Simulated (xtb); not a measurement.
The molecule CI, multiplicity 2 (lowest of 2S+1 = 2, 4 at CCSD(T)/def2-TZVPP on PBE0 minima; our sources give no spin for the ground state, which may be another). No spin–orbit coupling.

Constants: fifth-degree fit in 1/R to seven points, most abundant isotopes. In def2 and cc sets the state is the lowest found near the PBE0 minimum, followed along R.

Codes used: xtb for the GFN methods. Each number belongs to the level named beside it. The GFN methods have no spin term and hold the electronic entropy of 300 K.

Energies at GFN2-xTB:

| R (Å) | E (hartree) |
|---|---|
| 1.878995 | -5.73655529 |
| 1.929505 | -5.74191944 |
| 1.975975 | -5.74378179 |
| 2.028506 | -5.74325377 |
| 2.081037 | -5.74066381 |
| 2.141650 | -5.73584550 |
| 2.212365 | -5.72853057 |

Problem. With a reduced mass of 10.9633 u, find the minimum, the force constant and the constants.

Solution. A fifth-degree polynomial in 1/R puts the minimum at r_e = 1.9904 Å with force constant 407 N/m. Then ω_e = (1/2πc)√(k/μ) = 794 cm⁻¹ and B_e = h/(8π²cμr_e²) = 0.3881 cm⁻¹; the cubic and quartic terms give α_e = 0.0034 and ω_e x_e = 4.9 cm⁻¹.
